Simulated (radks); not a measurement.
Q: The nitrogen ion N2+, configuration [He] 2s2 2p1. Calculated with a radial shooting solver on a logarithmic mesh with Libxc functionals: Dirac Kohn-Sham, Slater X-alpha with alpha = 0.667, spin-unpolarised, spherical densities, finite nucleus; open shells are shared between the two j in proportion to 2j + 1; Fermi nuclear charge, rms radius 2.5582 fm. Some entries of the table are withheld. Estimate them.

| orbital | occ. | eigenvalue (hartree) | <r^2> (bohr^2) |
|---|---|---|---|
| 1s1/2 | 2 | -15.37343 | 0.07215 |
| 2s1/2 | 2 | (1) | 1.655 |
| 2p1/2 | 0.333333 | (2) | (3) |
| 2p3/2 | 0.666667 | (4) | (5) |

A: 
(1) 2s1/2 eigenvalue (hartree): -1.73963
(2) 2p1/2 eigenvalue (hartree): -1.32600
(3) 2p1/2 <r^2> (bohr^2): 1.622
(4) 2p3/2 eigenvalue (hartree): -1.32491
(5) 2p3/2 <r^2> (bohr^2): 1.625
